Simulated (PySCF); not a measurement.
# From computed data to an observable: entropy of an ideal gas

C₄H₂BrF, SMILES C#C/C(F)=C\Br.

Geometry optimised at B3LYP-D3(BJ)/def2-SVP. The structure was generated by enumeration; whether it is a known compound was not checked.

B3LYP-D3(BJ)/def2-SVP in PySCF gives the harmonic wavenumbers 108, 220, 254, 277, 356, 595, 632, 682, 722, 736, 804, 891, 1165, 1313, 1677, 2223, 3231, 3468 cm⁻¹ and the rotational temperatures 0.1959, 0.0627, 0.0475 K. The molar mass is 148.96 g/mol, the symmetry number 1, the spin multiplicity 1.

Question: Work out the entropy at 298.15 K and 1 atm in the rigid-rotor, harmonic-oscillator model.

Answer: 
Translation (Sackur–Tetrode at 1 atm): S = R[1.5 ln M + 2.5 ln T − 1.16487] = 171.2 J/(mol K).
Rotation: q = (√π/σ) T^1.5/√(θA θB θC) = 378000, S = R[ln q + 3/2] = 119.2 J/(mol K).
Vibration: with u = 1.4388 ν/T, each mode gives R[u/(e^u − 1) − ln(1 − e^−u)]:
```tsv
ν (cm⁻¹)	modes	u	S (J/(mol K))
108	1	0.52	13.83
220	1	1.06	8.20
254	1	1.23	7.12
277	1	1.34	6.49
356	1	1.72	4.77
595	1	2.87	1.92
632	1	3.05	1.66
682	1	3.29	1.37
722	1	3.48	1.18
736	1	3.55	1.11
804	1	3.88	0.85
891	1	4.30	0.61
1165	1	5.62	0.20
1313	1	6.34	0.11
1677	1	8.09	0.02
```
The stiffer modes add less than 0.005 each. Sum 49.4 J/(mol K).
Spin: R ln 1 = 0.0 J/(mol K).
Total 339.8 J/(mol K); the program's own thermochemistry gives 339.9. Translation makes up 50 % and vibration 15 %. Anharmonicity, hindered rotation and orbital degeneracy are left out.
